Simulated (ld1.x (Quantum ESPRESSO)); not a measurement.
## Transferability test, TM semilocal potential for B

boron, norm-conserving Troullier–Martins (semilocal form), made with ld1.x (Quantum ESPRESSO) 7.5 (LDA (PZ), non-relativistic). Core [He], reference 2s1.75 2p1.25. Waves: 2p (bound): rc 2.00 bohr; 3d channel at -0.05 Ry: rc 1.65 bohr; 2s (bound): rc 1.10 bohr. Local part: the s channel. Core correction: a·sin(br)/r model core inside 0.90 bohr.

Energies are relative to the spin-unpolarised reference configuration 2s1.75 2p1.25; without spin polarisation the order of configurations can differ from experiment. Spin-polarised rows fill each open shell by Hund’s rule, majority spin first.

```
         valence configuration  charge  ΔE all-electron (eV)  error AE − PS (meV)
                       2s2 2p1       0                -1.417                 +0.2
                       2s2 2p0      +1                 6.912                  +22
                       2s1 2p0      +2                32.209                  +90
                       2s1 2p2       0                 4.263                 +1.9
                       2s0 2p3       0                 9.971                  +11
                       2s1 2p1      +1                12.861                 -1.9
2s1.75 2p1.25 (spin-polarised)       0                -0.562                  +25
      2s2 2p1 (spin-polarised)       0                -1.652                  +11
```

Question: What are ΔE and the potential's error for 2s2 2p1.3?

Answer: ΔE = -2.190 eV all-electron; the error (AE − PS) is -0.2 meV.

Levels in the configuration 2s1 2p0:

```json
{"level": "2s", "all-electron (eV)": "-31.331", "pseudo (eV)": "-31.224"}
```
